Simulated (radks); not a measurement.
Results of a calculation; reference values are marked as such.
Task: Ba, configuration [Xe] 6s2. Level of theory: Dirac Kohn-Sham, BLYP, spin-unpolarised, spherical densities, finite nucleus; Fermi nuclear charge, rms radius 4.8378 fm (a radial shooting solver on a logarithmic mesh with Libxc functionals). Some entries of the table are withheld. Estimate them.

orbital,occ.,eigenvalue (eV),<1/r> (bohr^-1),r(max) (bohr)
1s1/2,2,-37230.92,60.70,(1)
2s1/2,2,-5882.357,14.25,0.09302
2p1/2,2,-5541.668,14.24,0.07106
2p3/2,4,-5159.770,12.99,0.07613
3s1/2,2,-1241.222,5.119,0.2666
3p1/2,2,-1098.147,5.032,0.2531
3p3/2,4,-1024.350,4.723,0.2642
3d3/2,4,-773.1012,4.585,0.2132
3d5/2,6,-757.3668,4.506,0.2164
4s1/2,2,-243.1538,2.103,(2)
4p1/2,2,-191.1510,1.998,0.6372
4p3/2,4,-175.7387,1.897,0.6614
4d3/2,4,-90.7944,1.670,0.6907
4d5/2,6,-88.1769,1.645,0.6988
5s1/2,2,-33.3723,0.8087,1.470
5p1/2,2,-19.8926,0.7040,1.623
5p3/2,4,-17.8097,0.6682,1.693
6s1/2,2,-3.0699,0.2641,4.071

Result: 
(1) 1s1/2 r(max) (bohr): 0.01642
(2) 4s1/2 r(max) (bohr): 0.6252
